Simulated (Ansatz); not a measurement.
A short molecular-dynamics run on In5As6H18⁺, a cluster cut from wurtzite InAs (hydrogen-capped).

```yaml
crystal:
  periodic: [false, false, false]
  atoms:
    - {symbol: As, position_ang: [0.137407, -2.230306, -1.993455]}
    - {symbol: In, position_ang: [-2.219566, -1.283122, -1.013882]}
    - {symbol: In, position_ang: [0.094197, -2.720892, 2.561985]}
    - {symbol: As, position_ang: [-1.754062, -1.013916, 1.549176]}
    - {symbol: As, position_ang: [-1.862659, 1.232113, -1.992766]}
    - {symbol: In, position_ang: [-2.314255, 1.439794, 2.559346]}
    - {symbol: In, position_ang: [2.572735, -1.345302, -1.287364]}
    - {symbol: As, position_ang: [2.285570, -1.489500, 1.346995]}
    - {symbol: As, position_ang: [2.216711, 1.280805, -1.812880]}
    - {symbol: In, position_ang: [0.119522, 2.900141, -1.284605]}
    - {symbol: As, position_ang: [-0.148345, 2.720418, 1.349526]}
    - {symbol: H, position_ang: [0.171062, -3.717121, -1.734177]}
    - {symbol: H, position_ang: [0.079828, -2.300715, -3.501757]}
    - {symbol: H, position_ang: [-3.562384, -2.058742, -1.743224]}
    - {symbol: H, position_ang: [0.041369, -4.148288, 1.606173]}
    - {symbol: H, position_ang: [0.280440, -2.380223, 4.226999]}
    - {symbol: H, position_ang: [-3.002283, -1.736609, 2.022027]}
    - {symbol: H, position_ang: [-1.949893, 1.217016, -3.501213]}
    - {symbol: H, position_ang: [-3.134595, 2.003518, -1.735768]}
    - {symbol: H, position_ang: [-3.573682, 2.106595, 1.598466]}
    - {symbol: H, position_ang: [-1.932400, 1.432425, 4.225807]}
    - {symbol: H, position_ang: [3.913263, -2.027667, -2.103581]}
    - {symbol: H, position_ang: [3.596070, -2.089214, 1.800187]}
    - {symbol: H, position_ang: [2.566896, -0.082694, 1.824712]}
    - {symbol: H, position_ang: [2.529842, 1.462530, -3.280181]}
    - {symbol: H, position_ang: [3.440987, 1.987705, -1.280277]}
    - {symbol: H, position_ang: [0.197259, 4.403134, -2.099327]}
    - {symbol: H, position_ang: [1.209294, 2.255363, 1.826018]}
    - {symbol: H, position_ang: [-0.007829, 4.153952, 1.805238]}
basis:
  gaussian: {orbitals: def2-SVP, fitting: {mean_field: def2-universal-jkfit}}
total_charge: 1
hamiltonian: {xc: {name: revPBE}}
md: {timestep: 2 fs, n_steps: 15, ensemble: nvt_langevin, temperature: 1000, initial_velocities: maxwell_boltzmann, friction: 0.01, seed: 734}
scf: {omitted_lower_state_checks: [starts]}
```

```sh
$ ansatz run in.yaml --threads 2 --pin off --events-out ev --progress --plain --max-ram 32768MiB --backend cuda --devices 0, --max-vram 18GiB
```

```
step  time (fs)  potential energy (eV)  kinetic (eV)  T (K)
   0        0.0           -391140.4937        3.6193    966
   1        2.0           -391139.7041        3.0889    824
   2        4.0           -391139.2430        2.7212    726
   3        6.0           -391139.6590        2.9171    778
   4        8.0           -391139.5345        2.7926    745
   5       10.0           -391139.0135        2.3267    621
   6       12.0           -391138.7870        2.0815    555
   7       14.0           -391138.9931        2.2107    590
   8       16.0           -391139.0740        2.2675    605
   9       18.0           -391139.0903        2.5364    677
  10       20.0           -391139.1503        2.6272    701
  11       22.0           -391138.8756        2.2763    607
  12       24.0           -391138.7217        2.1793    581
  13       26.0           -391138.9273        2.3655    631
  14       28.0           -391139.1004        2.5856    690
  15       30.0           -391139.0633        2.5610    683
```

Velocities are drawn at the set temperature; a run this short doesn't reach equilibrium. Under Langevin dynamics the printed temperature counts 3N degrees of freedom, so it starts below the set value.

In the def2 sets In takes a core potential; there is no spin–orbit coupling.

Frames (Å, forces in eV/Å):

```xyz
29
time=0.0 fs
As    0.137   -2.230   -1.993   -0.023    0.098    0.051
In   -2.220   -1.283   -1.014   -0.115   -0.066   -0.026
In    0.094   -2.721    2.562   -0.010   -0.116    0.106
As   -1.754   -1.014    1.549    0.118    0.068    0.050
As   -1.863    1.232   -1.993    0.073   -0.069    0.051
In   -2.314    1.440    2.559   -0.106    0.050    0.106
In    2.573   -1.345   -1.287    0.120   -0.046   -0.044
As    2.286   -1.490    1.347   -0.134   -0.125    0.023
As    2.217    1.281   -1.813   -0.098   -0.057    0.045
In    0.120    2.900   -1.285    0.020    0.127   -0.044
As   -0.148    2.720    1.350   -0.176   -0.052    0.023
H     0.171   -3.717   -1.734    0.005   -0.290    0.038
H     0.080   -2.301   -3.502   -0.008   -0.025   -0.298
H    -3.562   -2.059   -1.743   -0.193   -0.112   -0.108
H     0.041   -4.148    1.606   -0.004   -0.196   -0.114
H     0.280   -2.380    4.227    0.028    0.045    0.234
H    -3.002   -1.737    2.022   -0.238   -0.138    0.088
H    -1.950    1.217   -3.501   -0.025    0.006   -0.298
H    -3.135    2.004   -1.736   -0.249    0.149    0.037
H    -3.574    2.107    1.598   -0.171    0.094   -0.115
H    -1.932    1.432    4.226    0.052    0.001    0.234
H     3.913   -2.028   -2.104    0.192   -0.098   -0.118
H     3.596   -2.089    1.800    0.262   -0.113    0.091
H     2.567   -0.083    1.825    0.069    0.255    0.101
H     2.530    1.463   -3.280    0.071    0.041   -0.287
H     3.441    1.988   -1.280    0.241    0.139    0.097
H     0.197    4.403   -2.099    0.011    0.216   -0.118
H     1.209    2.255    1.826    0.255   -0.068    0.100
H    -0.008    4.154    1.805    0.034    0.283    0.092
29
time=4.0 fs
As    0.112   -2.241   -1.993    0.153    1.741    1.158
In   -2.225   -1.275   -1.026    1.350    0.830    0.884
In    0.095   -2.722    2.569   -0.156    0.606   -0.777
As   -1.736   -1.021    1.537   -0.082    0.397   -0.106
As   -1.864    1.234   -1.971    1.102   -0.864   -1.744
In   -2.316    1.435    2.553    1.161   -0.491    1.705
In    2.565   -1.358   -1.300   -0.142   -0.030    0.389
As    2.288   -1.462    1.386   -0.660   -2.381   -1.196
As    2.246    1.275   -1.821   -0.399   -0.031    1.191
In    0.121    2.903   -1.276    0.146    0.037   -0.031
As   -0.159    2.722    1.355    0.545    0.300    0.498
H     0.141   -3.653   -1.700    0.062   -1.764    0.261
H     0.134   -2.285   -3.442   -0.061   -0.153   -1.595
H    -3.380   -2.016   -1.824   -1.720   -1.022   -1.007
H     0.077   -4.035    1.655   -0.080   -1.612   -1.110
H     0.322   -2.294    4.069    0.251    0.612    2.258
H    -3.090   -1.577    1.912   -0.294   -0.338    0.233
H    -2.085    1.227   -3.558    0.518   -0.130    0.951
H    -3.144    1.871   -1.869   -1.785    1.083    0.590
H    -3.524    2.209    1.782   -1.194    0.620   -0.814
H    -1.888    1.480    4.318   -0.134   -0.114   -0.751
H     3.772   -2.095   -2.241    0.376   -0.146   -0.143
H     3.535   -2.165    1.862    0.316    0.042    0.136
H     2.532   -0.138    1.815    0.635    2.361    0.866
H     2.311    1.292   -3.294    0.430    0.282   -1.014
H     3.476    2.037   -1.320    0.012   -0.044   -0.404
H     0.172    4.379   -2.131    0.033    0.282   -0.138
H     1.223    2.140    1.867   -0.675    0.650   -0.218
H    -0.119    4.231    1.791    0.291   -0.723   -0.070
29
time=8.0 fs
As    0.090   -2.251   -1.989    0.359   -0.549   -0.752
In   -2.231   -1.267   -1.036   -0.417   -0.323   -0.434
In    0.095   -2.725    2.575    0.125    0.096    0.466
As   -1.719   -1.024    1.523   -1.186    0.327    0.049
As   -1.864    1.233   -1.947   -2.142    0.580   -1.392
In   -2.320    1.432    2.552   -0.038    0.487    1.033
In    2.557   -1.370   -1.313    0.208   -0.263    0.273
As    2.286   -1.438    1.423    0.070    1.135   -0.265
As    2.274    1.271   -1.827   -0.280    0.189   -0.318
In    0.119    2.905   -1.269    0.225    0.159   -0.075
As   -0.165    2.727    1.361   -0.068    0.090    0.105
H     0.090   -3.777   -1.642    0.078    0.578   -0.309
H     0.181   -2.307   -3.572   -0.175   -0.140    0.918
H    -3.418   -2.120   -2.004   -0.035    0.126    0.284
H     0.098   -4.088    1.559   -0.035   -0.364   -0.088
H     0.384   -2.131    4.164   -0.116   -0.177    0.130
H    -3.203   -1.437    1.825    0.600   -0.221    0.137
H    -2.111    1.227   -3.502    0.637   -0.200    0.496
H    -3.362    1.887   -1.964    1.339   -0.327    0.597
H    -3.621    2.411    1.857    0.141   -0.357   -0.054
H    -1.892    1.505    4.341   -0.150   -0.179   -0.872
H     3.669   -2.189   -2.380    0.111    0.108    0.212
H     3.505   -2.211    1.882    0.292    0.147    0.176
H     2.587    0.064    1.962   -0.008   -1.351   -0.403
H     2.218    1.179   -3.389    0.427    0.383    0.574
H     3.523    2.117   -1.442   -0.287   -0.335   -0.524
H     0.114    4.359   -2.181    0.060    0.189   -0.063
H     1.161    2.114    1.866   -0.132    0.560   -0.019
H    -0.151    4.221    1.758    0.398   -0.366    0.118
29
time=12.0 fs
As    0.071   -2.261   -1.990    0.404   -0.805   -0.598
In   -2.236   -1.259   -1.049   -1.142   -0.981   -1.156
In    0.096   -2.732    2.581    0.336   -0.358    0.703
As   -1.700   -1.026    1.511   -1.387    0.480   -0.044
As   -1.868    1.230   -1.928   -1.589    0.526    0.727
In   -2.324    1.431    2.554   -0.756    1.082    0.152
In    2.550   -1.382   -1.322    0.578   -0.594    0.062
As    2.285   -1.414    1.460    0.352    1.444   -0.132
As    2.302    1.265   -1.831   -0.702    0.021   -0.563
In    0.114    2.906   -1.264    0.272    0.243   -0.148
As   -0.171    2.736    1.367   -1.199   -0.582   -0.741
H     0.022   -3.805   -1.658    0.158    0.808   -0.279
H     0.198   -2.340   -3.557   -0.209   -0.076    0.736
H    -3.461   -2.233   -2.174    0.720    0.775    1.042
H     0.138   -4.185    1.465   -0.049    0.635    0.739
H     0.410   -2.002    4.254   -0.315   -0.710   -0.860
H    -3.229   -1.327    1.733    0.625   -0.376    0.268
H    -2.008    1.187   -3.372    0.351   -0.255   -1.771
H    -3.344    1.850   -1.982    1.026   -0.146    0.594
H    -3.700    2.560    1.901    0.805   -0.969    0.184
H    -1.907    1.542    4.270    0.000   -0.212   -0.227
H     3.625   -2.299   -2.465   -0.216    0.458    0.631
H     3.496   -2.228    1.897    0.172    0.187    0.163
H     2.634    0.106    2.089   -0.170   -1.796   -0.715
H     2.222    1.087   -3.384    0.282    0.416    0.512
H     3.524    2.153   -1.622    0.123   -0.149   -0.244
H     0.065    4.350   -2.226    0.086    0.010    0.063
H     1.096    2.165    1.851    1.063   -0.013    0.424
H    -0.135    4.168    1.714    0.381    0.935    0.478
29
time=16.0 fs
As    0.051   -2.269   -1.990    0.406    1.251    1.046
In   -2.241   -1.250   -1.062   -0.888   -0.973   -0.978
In    0.093   -2.743    2.588    0.426   -0.583    0.231
As   -1.687   -1.027    1.500   -0.550    0.709   -0.255
As   -1.874    1.229   -1.905    0.951   -0.566   -0.778
In   -2.328    1.433    2.559   -0.718    0.869   -0.360
In    2.542   -1.395   -1.327    0.473   -0.491    0.331
As    2.289   -1.387    1.494    0.176   -1.222   -0.967
As    2.331    1.258   -1.836   -0.759    0.279    0.791
In    0.104    2.909   -1.262    0.431    0.080   -0.102
As   -0.175    2.747    1.373    0.050    0.045   -0.104
H    -0.018   -3.700   -1.688    0.108   -1.210    0.291
H     0.198   -2.389   -3.434   -0.030   -0.098   -1.463
H    -3.396   -2.246   -2.170    0.494    0.706    0.928
H     0.192   -4.232    1.485   -0.136    0.814    0.824
H     0.376   -1.991    4.202   -0.263   -0.600   -0.473
H    -3.170   -1.298    1.662   -0.304   -0.577    0.478
H    -1.865    1.154   -3.431    0.126   -0.072   -0.061
H    -3.203    1.808   -1.883   -1.367    0.880    0.260
H    -3.677    2.539    1.942    0.588   -0.819    0.027
H    -1.897    1.545    4.204    0.180   -0.199    0.478
H     3.577   -2.326   -2.467   -0.084    0.380    0.540
H     3.509   -2.201    1.978   -0.199    0.219   -0.065
H     2.636   -0.098    2.144    0.292    0.747    0.205
H     2.258    1.044   -3.295   -0.017    0.128   -1.123
H     3.542    2.163   -1.809    0.307   -0.052    0.025
H     0.019    4.337   -2.242    0.099    0.034    0.051
H     1.144    2.177    1.910    0.011    0.337   -0.069
H    -0.037    4.239    1.657    0.197   -0.015    0.292
29
time=20.0 fs
As    0.024   -2.273   -1.984    0.736    0.130   -0.418
In   -2.246   -1.245   -1.072    0.080   -0.111    0.177
In    0.088   -2.757    2.593    0.255   -0.644   -0.612
As   -1.680   -1.028    1.487   -0.360    0.785   -0.244
As   -1.880    1.227   -1.875    0.389   -0.156   -1.668
In   -2.331    1.439    2.567    0.388   -0.003    0.692
In    2.536   -1.408   -1.328   -0.141    0.108    1.057
As    2.296   -1.364    1.526    0.100   -1.839   -1.186
As    2.356    1.247   -1.841   -0.179    0.744   -0.239
In    0.092    2.907   -1.256    0.603   -0.321    0.158
As   -0.178    2.757    1.382    1.134    0.956    0.290
H    -0.057   -3.755   -1.685    0.140   -0.195    0.088
H     0.180   -2.417   -3.511   -0.167    0.053    0.223
H    -3.271   -2.193   -2.011   -0.722   -0.253   -0.141
H     0.210   -4.190    1.572   -0.131    0.293    0.333
H     0.297   -2.080    4.101   -0.063    0.041    0.870
H    -3.152   -1.321    1.644   -0.428   -0.562    0.491
H    -1.697    1.148   -3.480   -0.503    0.163    1.186
H    -3.225    1.890   -1.704   -0.217    0.293   -0.237
H    -3.604    2.411    1.987   -0.430    0.004   -0.431
H    -1.833    1.524    4.247    0.027   -0.221   -0.101
H     3.491   -2.305   -2.394    0.617   -0.252   -0.183
H     3.538   -2.089    2.088   -0.233   -0.119   -0.256
H     2.698   -0.148    2.203    0.290    1.660    0.488
H     2.321    1.079   -3.349   -0.235    0.019   -0.342
H     3.611    2.154   -1.969   -0.200   -0.394    0.366
H    -0.007    4.283   -2.249    0.082    0.368   -0.171
H     1.190    2.174    1.949   -0.719    0.550   -0.410
H     0.084    4.327    1.579   -0.113   -1.099    0.219
29
time=24.0 fs
As   -0.005   -2.276   -1.976    0.991   -0.773   -1.144
In   -2.249   -1.237   -1.080    0.476    0.371    0.846
In    0.083   -2.775    2.593    0.063    0.764    0.404
As   -1.675   -1.026    1.472   -1.220    0.486    0.054
As   -1.890    1.224   -1.850   -0.506    0.578   -0.264
In   -2.334    1.448    2.577    1.394   -0.716    1.610
In    2.529   -1.418   -1.326   -0.385    0.348    1.262
As    2.304   -1.346    1.559    0.620    0.935   -0.003
As    2.372    1.239   -1.845    0.297    0.952   -1.864
In    0.079    2.906   -1.247    0.661   -0.213    0.114
As   -0.175    2.765    1.393    0.809    0.497   -0.047
H    -0.073   -3.810   -1.660    0.125    0.668   -0.127
H     0.124   -2.421   -3.571   -0.181    0.089    1.117
H    -3.261   -2.203   -1.888   -1.378   -0.838   -0.681
H     0.183   -4.115    1.670    0.039   -1.098   -0.733
H     0.184   -2.157    4.131   -0.041    0.117    0.866
H    -3.189   -1.409    1.680    0.619   -0.214    0.285
H    -1.559    1.164   -3.355   -0.742    0.205    0.020
H    -3.265    1.993   -1.590    0.911   -0.402   -0.692
H    -3.586    2.263    1.938   -1.262    0.609   -0.785
H    -1.759    1.480    4.295   -0.210   -0.150   -0.675
H     3.493   -2.307   -2.342    0.843   -0.512   -0.441
H     3.559   -1.969    2.148    0.137   -0.459   -0.151
H     2.797    0.026    2.272   -0.686   -0.820   -0.836
H     2.349    1.103   -3.460   -0.330    0.017    1.126
H     3.689    2.107   -2.083   -0.656   -0.613    0.614
H    -0.014    4.275   -2.279    0.080    0.194   -0.045
H     1.173    2.196    1.927   -0.372    0.320   -0.243
H     0.147    4.277    1.512   -0.097   -0.339    0.413
29
time=30.0 fs
As   -0.050   -2.283   -1.957    1.244    0.481    0.120
In   -2.251   -1.226   -1.079   -1.667   -1.341   -0.182
In    0.078   -2.803    2.594   -0.098    0.611    1.252
As   -1.679   -1.011    1.451   -0.607    0.077    0.474
As   -1.905    1.219   -1.818    1.275   -0.307   -0.038
In   -2.337    1.457    2.589   -0.856    0.093   -0.388
In    2.520   -1.427   -1.320    0.589   -0.568    0.362
As    2.316   -1.327    1.608    0.572   -0.155   -0.512
As    2.386    1.220   -1.850   -1.021    0.199   -0.139
In    0.057    2.901   -1.236    0.726    0.306   -0.321
As   -0.170    2.773    1.406   -0.583    0.276   -0.641
H    -0.075   -3.739   -1.643   -0.011   -0.619    0.205
H     0.006   -2.431   -3.442   -0.030   -0.037   -0.665
H    -3.534   -2.295   -1.869    0.539    0.729    0.478
H     0.131   -4.243    1.642    0.080   -0.029   -0.006
H    -0.055   -2.258    4.354    0.127   -0.457   -0.963
H    -3.042   -1.641    1.854    0.301    0.042    0.082
H    -1.479    1.217   -3.258   -0.641    0.184   -0.696
H    -3.082    2.066   -1.603   -1.008    0.655   -0.403
H    -3.805    2.136    1.716    0.796   -0.343    0.432
H    -1.725    1.422    4.195   -0.056    0.008    0.180
H     3.728   -2.377   -2.306   -0.455    0.412    0.547
H     3.645   -1.858    2.168   -0.123   -0.343   -0.210
H     2.754    0.058    2.127   -0.445    0.038   -0.222
H     2.259    1.094   -3.354   -0.403   -0.145   -0.408
H     3.691    1.887   -2.132    0.728    0.340    0.400
H    -0.075    4.260   -2.402    0.147   -0.389    0.489
H     1.126    2.252    1.887    0.874   -0.311    0.268
H     0.170    4.228    1.507    0.006    0.592    0.504
```

Run time 59 s (2 threads of AMD EPYC 7R13 on a shared host and a share (18 GiB) of an NVIDIA H100 80GB HBM3).
